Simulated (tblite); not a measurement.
Compound: C3H9AlN2S.
Bonds: C1–S2, S2–Al3, Al3–N4, N4–C5, C5–C6, C6–N7, Al3–N7. Hydrogens: H8, H9, H10 on C1; H11 on N4; H12, H13 on C5; H14, H15 on C6; H16 on N7.

Computed with GFN2-xTB (tblite), gas phase: L-BFGS steps from a force-field or distance-geometry start until the largest atomic force falls under 0.01 eV/Å.

Step 124: E = -577.3007 eV
```
atom  x, y, z in Å  |  force x, y, z in eV/Å
C1      3.3299   -0.1774    0.4558   -0.035  -0.008  -0.006
S2      2.1289    0.0836    1.8332   -0.007  -0.031  -0.080
Al3     0.2413    0.0258    0.7268   -0.025   0.002  -0.004
N4     -1.2261   -0.9430    0.9568   -0.002   0.017   0.014
C5     -2.2464   -0.3745    0.0815    0.019  -0.004  -0.007
C6     -1.5827    0.3287   -1.1160    0.031  -0.002  -0.007
N7     -0.3034    0.9095   -0.7136   -0.028   0.011  -0.005
H8      3.2665   -1.2074    0.1096    0.049   0.111   0.023
H9      4.3111    0.0195    0.8784   -0.025  -0.039  -0.018
H10     3.1389    0.5144   -0.3614   -0.030  -0.042   0.048
H11    -1.6123   -1.6223    1.5951    0.015   0.015   0.013
H12    -2.9121   -1.1586   -0.2972   -0.023   0.021   0.012
H13    -2.8599    0.3593    0.6227    0.011  -0.031  -0.010
H14    -2.2685    1.0962   -1.4964    0.067  -0.019   0.016
H15    -1.4293   -0.4087   -1.9154   -0.010   0.013   0.004
H16     0.0166    1.6050   -1.3714   -0.006  -0.015   0.009
```

Step 125: E = -577.2957 eV
```
atom  x, y, z in Å  |  force x, y, z in eV/Å
C1      3.3598   -0.1089    0.4579   -0.173  -0.124  -0.109
S2      2.1116   -0.1026    1.8453    0.248  -0.024  -0.386
Al3     0.2485   -0.0982    0.6982   -0.111  -0.010  -0.014
N4     -1.2787   -0.9672    0.9602   -0.068   0.011   0.044
C5     -2.2771   -0.3304    0.1036    0.003  -0.007   0.004
C6     -1.5877    0.3059   -1.1175    0.080   0.026  -0.035
N7     -0.2546    0.7965   -0.7527   -0.128  -0.030  -0.033
H8      3.3729   -1.1029   -0.0194    0.009   0.525   0.230
H9      4.3187    0.0998    0.9272   -0.088  -0.089  -0.025
H10     3.1450    0.6772   -0.2770   -0.052  -0.304   0.250
H11    -1.6989   -1.6269    1.6015    0.073   0.089  -0.041
H12    -3.0128   -1.0667   -0.2500    0.057   0.086   0.035
H13    -2.8244    0.4564    0.6485    0.082  -0.107  -0.039
H14    -2.2220    1.1203   -1.4938    0.095  -0.053   0.026
H15    -1.5127   -0.4536   -1.9102    0.020   0.073   0.048
H16     0.1048    1.4514   -1.4336   -0.048  -0.062   0.045
```

Step 126: E = -577.3049 eV
```
atom  x, y, z in Å  |  force x, y, z in eV/Å
C1      3.3344   -0.1556    0.4571   -0.018  -0.019  -0.007
S2      2.1227    0.0256    1.8352   -0.006  -0.025  -0.047
Al3     0.2432   -0.0112    0.7176   -0.017   0.017  -0.013
N4     -1.2398   -0.9502    0.9573   -0.022   0.010   0.005
C5     -2.2537   -0.3598    0.0894   -0.005  -0.003  -0.009
C6     -1.5823    0.3208   -1.1162    0.013  -0.004  -0.004
N7     -0.2893    0.8761   -0.7252    0.013   0.021  -0.012
H8      3.2964   -1.1722    0.0719    0.034   0.086   0.011
H9      4.3091    0.0430    0.8924   -0.005  -0.021  -0.011
H10     3.1336    0.5625   -0.3336   -0.032  -0.029   0.029
H11    -1.6326   -1.6282    1.5918    0.002   0.002   0.032
H12    -2.9447   -1.1266   -0.2798   -0.007   0.016   0.010
H13    -2.8445    0.3914    0.6325    0.023  -0.027  -0.007
H14    -2.2505    1.1018   -1.4971    0.028   0.005   0.010
H15    -1.4534   -0.4237   -1.9124    0.010  -0.005  -0.007
H16     0.0438    1.5566   -1.3926   -0.010  -0.023   0.020
```

**Question.** Estimate the geometry and energy of step 127. (The exact step hangs on the optimiser's Hessian estimate; all steps are aligned on step 126, rigid shifts and turns removed.)

**Answer.** E = -577.3071 eV, largest force 0.111 eV/Å
```
atom  x, y, z in Å  |  force x, y, z in eV/Å
C1      3.3386   -0.1444    0.4558   -0.020  -0.014  -0.021
S2      2.1213   -0.0089    1.8345    0.008  -0.026  -0.050
Al3     0.2440   -0.0321    0.7143   -0.032   0.014  -0.013
N4     -1.2502   -0.9522    0.9606   -0.019  -0.013   0.033
C5     -2.2581   -0.3538    0.0918    0.000  -0.001  -0.012
C6     -1.5813    0.3164   -1.1164    0.019   0.001  -0.002
N7     -0.2804    0.8567   -0.7305    0.000  -0.004   0.012
H8      3.3124   -1.1522    0.0457    0.031   0.105   0.017
H9      4.3098    0.0531    0.8994   -0.006  -0.021  -0.014
H10     3.1339    0.5920   -0.3181   -0.032  -0.053   0.047
H11    -1.6513   -1.6216    1.6004    0.020   0.026   0.007
H12    -2.9567   -1.1138   -0.2743   -0.024  -0.007  -0.003
H13    -2.8413    0.4037    0.6324    0.014  -0.005   0.009
H14    -2.2400    1.1050   -1.4973    0.019   0.010   0.010
H15    -1.4645   -0.4307   -1.9116    0.017  -0.015  -0.016
H16     0.0563    1.5332   -1.3986    0.007   0.002  -0.005
```

The energy changes by -0.0022 eV. The first-order estimate −F·Δx gives -0.0024 eV and the mean of the old and new forces, exact on a quadratic surface, -0.0022 eV. The step makes an angle of 79° with the force vector and moves no atom by more than 0.037 Å.

The cost below is that of the whole relaxation. Time: 2.7 s wall. Hardware: one thread, Arm Neoverse N1 (aarch64) (shared host).
